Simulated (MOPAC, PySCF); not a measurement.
H$_{2}$ClIn, SMILES `[Cl][InH2]`, neutral singlet in the gas phase. 

Cartesian coordinates (Å):
SMILES: [Cl][InH2]
```xyz
4

Cl     2.0561    -0.0139    -0.8031
In    -0.2657     0.0042    -0.3436
H     -0.9461    -1.5637    -0.3909
H     -0.8528     1.5822    -0.0458
```
Charge 0, multiplicity 1.

All levels are single points at this geometry (B3LYP-D3(BJ)/def2-TZVP); Pople sets use spherical d functions. Orbital energies aren't observables, and empty levels follow the basis.

PM3 in MOPAC gives gap (eV) = 7.57.

Q: Estimate the gap (eV) from each of these levels: B3LYP-D3(BJ)/def2-TZVP in PySCF; B3LYP/LANL2DZ in PySCF; SVWN5/6-31G* (LANL2DZ on In) in PySCF; AM1 in MOPAC; PM7 in MOPAC.

A: 
| level | gap (eV) |
|---|---|
| B3LYP-D3(BJ)/def2-TZVP in PySCF | 5.65 |
| B3LYP/LANL2DZ in PySCF | 5.65 |
| SVWN5/6-31G* (LANL2DZ on In) in PySCF | 4.09 |
| AM1 in MOPAC | 8.85 |
| PM7 in MOPAC | 11.48 |
